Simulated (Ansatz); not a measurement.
Geometry optimisation, RKS PBE0-D4/def2-SVP in Ansatz 0.2.0.

input.yaml

```yaml
crystal:
  periodic: [false, false, false]
  atoms:
    - { symbol: Al, position_ang: [-0.578805, 0.530567, -0.38241] }
    - { symbol: Br, position_ang: [1.392154, -2.600902, -0.142618] }
    - { symbol: O, position_ang: [-0.429806, 0.60548, -2.059276] }
    - { symbol: O, position_ang: [-2.054144, 0.009924, 0.256365] }
    - { symbol: H, position_ang: [1.906611, -1.376145, 0.505569] }
    - { symbol: Se, position_ang: [1.211498, 1.295174, 1.009584] }
    - { symbol: H, position_ang: [0.36299, 0.668441, -2.591185] }
    - { symbol: H, position_ang: [-2.347876, 0.023256, 1.166236] }
    - { symbol: H, position_ang: [0.537379, 0.844207, 2.237835] }
basis:
  gaussian: { orbitals: def2-SVP }
hamiltonian:
  xc: pbe0
  dispersion: d4
relax:
  f_tol: 0.03
  max_steps: 50
```

Command:

```bash
$ ansatz run input.yaml --threads 4 --pin off --max-ram 5120MiB --backend cpu --events-out ev --progress --plain --runs-dir out
```

Problem. Where does it end, and by what steps?

Solution. The run converged. The force dipped under the threshold on the way, but the program's further checks kept it going. After 43 steps the energy has fallen by 0.964 eV; H5 moved furthest, 1.94 Å. Parted: Br2–H5 (1.48 → 3.66 Å). Joined: Al1–Br2 (3.71 → 2.29 Å), H5–Se6 (2.81 → 1.47 Å).

```
step  energy less start (eV)  largest force component (eV/Å)  accepted
   0                  0.0000                           0.866       yes
   2                 -0.0692                           0.565       yes
   4                 -0.0956                           0.161       yes
   6                 -0.1027                           0.589        no
   8                 -0.1270                           0.159       yes
  10                 -0.1562                           0.375       yes
  12                 -0.3863                           1.143       yes
  14                 -0.5888                           1.047       yes
  16                 -0.8158                           0.735       yes
  18                 -0.8887                           0.293        no
  20                 -0.9191                           0.099       yes
  22                 -0.9345                           0.138       yes
  24                 -0.9414                           0.142       yes
  26                 -0.9483                           0.144       yes
  28                 -0.9525                           0.142       yes
  30                 -0.9550                           0.192       yes
  32                 -0.9588                           0.259       yes
  34                 -0.9612                           0.072       yes
  36                 -0.9619                           0.156        no
  38                 -0.9638                           0.031       yes
  40                 -0.9640                           0.014       yes
  42                 -0.9642                           0.082       yes
  43                 -0.9642                           0.021       yes
```

```xyz
9
Properties=species:S:1:pos:R:3
Al -0.426 -0.279 -0.403
Br 0.179 -2.417 0.151
O 0.339 0.448 -1.751
O -2.005 0.206 0.036
H 2.341 0.510 0.570
Se 1.138 1.087 1.188
H -0.140 0.689 -2.546
H -2.637 -0.395 0.433
H 1.211 0.151 2.322
```

Whether the end is a true minimum wasn't checked by a vibrational analysis.

Time of the run: 3.6 min on 4 threads of Arm Neoverse N1, on a shared host, peak memory 0.38 GiB.
